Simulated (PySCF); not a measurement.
Level of theory: TPSSh-D3(BJ)/def2-TZVP // CAM-B3LYP-D3(BJ)/def2-TZVP (PySCF). All species are isolated molecules in the gas phase. 

Reference species (SMILES): `[c]1cc[nH]c1` (neutral, multiplicity 2).

The highest occupied spin orbital comes out as -5.62 eV. The dipole moment is 2.57 D.

Changed species: `C1[N]C=CC=1` (H atom removed from N4; the reference has H atom removed from C1).

Problem. What does the change do to the highest occupied spin orbital and dipole moment?

Solution. the highest occupied spin orbital falls by 0.89 eV, to -6.51 eV; the dipole moment decreases by 0.55 D, to 2.02 D.
